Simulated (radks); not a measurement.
The numbers below are computed, except where a source is named.
Question: The mean radii <r> (bohr) of the occupied orbitals of an atom or ion are listed with their occupations. Code: a radial shooting solver on a logarithmic mesh with Libxc functionals. Model: Dirac Kohn-Sham, PBE, spin-unpolarised, spherical densities, finite nucleus; Fermi nuclear charge, rms radius of each element as measured or else 0.836 A^(1/3) + 0.57 fm.

orbital  occ.      <r>
1s1/2       2  0.02001
2s1/2       2  0.08430
2p1/2       2  0.07007
2p3/2       4  0.07746
3s1/2       2   0.2205
3p1/2       2   0.2102
3p3/2       4   0.2241
3d3/2       4   0.1973
3d5/2       6   0.2016
4s1/2       2   0.4982
4p1/2       2   0.5067
4p3/2       4   0.5386
4d3/2       4   0.5658
4d5/2       6   0.5771
5p1/2       2    1.331
5p3/2       4    1.423
4f5/2       6   0.7511
4f7/2       7   0.7642
6s1/2       1    2.925
7s1/2       2    6.204

Name the element and its charge. Open shells, if any, fill j = l - 1/2 first.

Answer: Z = 69, thulium, charge +1: Tm+ in [Kr] 4d10 4f13 5p6 6s1 7s2. The 1s radius gives Z: for a bare nucleus <r> = (2 gamma + 1)/(2Z) with gamma = sqrt(1 - (Z/c)^2), 0.01977 bohr for Z = 69, and screening makes it slightly larger (0.02001 here). The occupations add up to 68, and the charge is Z minus that.
